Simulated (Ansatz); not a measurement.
Conformers of CH6F2OSSi2 (`CO[SiH](F)S[SiH2]F`), each relaxed with PBE0-D4/def2-TZVP in Ansatz. CBS adds the triple-zeta coupled-cluster correction to the MP2 limit.

Not all of them had a frequency check.

Conformer A:

Z-matrix (Å, degrees):
```
C
O 1 1.414
H 1 1.094 2 111.1
H 1 1.094 2 111.1 3 -121.3
H 1 1.090 2 107.7 3 119.5
Si 2 1.615 1 126.7 3 54.3
S 6 2.134 2 111.7 1 -52.6
F 6 1.583 2 105.6 1 -169.6
H 6 1.479 2 112.8 1 71.7
Si 7 2.117 6 98.0 2 105.6
F 10 1.600 7 110.5 6 -66.9
H 10 1.477 7 106.4 6 175.5
H 10 1.478 7 112.0 6 51.8
```

Conformer B:

Z-matrix (Å, degrees):
```
C
O 1 1.416
H 1 1.090 2 107.9
H 1 1.093 2 110.9 3 119.5
H 1 1.094 2 111.0 3 -119.0
Si 2 1.628 1 126.1 3 178.7
S 6 2.104 2 105.3 1 169.8
F 6 1.594 2 108.9 1 49.7
H 6 1.476 2 113.4 1 -67.6
Si 7 2.144 6 95.9 2 -18.6
F 10 1.598 7 103.9 6 -170.0
H 10 1.477 7 112.2 6 -54.2
H 10 1.476 7 112.2 6 74.7
```

Question: Which is lowest in electronic energy at CCSD(T)/CBS (frozen core, def2 sets), and by how much? (An estimate is asked.)

Answer: Computed: A; B lies 0.8 kJ/mol higher. Gaps under about 2 kJ/mol don't settle the order.

Question: Give the energies relative to A (kJ/mol) with B3LYP-D4/def2-TZVPP, ωB97X-V/def2-TZVPP, B2PLYP/def2-TZVPP, MP2/def2-TZVPP, CCSD/def2-TZVPP, CCSD(T)/def2-TZVPP, SCS-MP2/def2-QZVPP. (Best estimate.)

Answer: Computed: 
| level | B |
| --- | --- |
| B3LYP-D4/def2-TZVPP | 1.5 |
| ωB97X-V/def2-TZVPP | 0.1 |
| B2PLYP/def2-TZVPP | 0.7 |
| MP2/def2-TZVPP | 0.3 |
| CCSD/def2-TZVPP | 0.1 |
| CCSD(T)/def2-TZVPP | 0.3 |
| SCS-MP2/def2-QZVPP | 0.3 |

B3LYP here is the variant with VWN-RPA as its local correlation; programs differ in this.
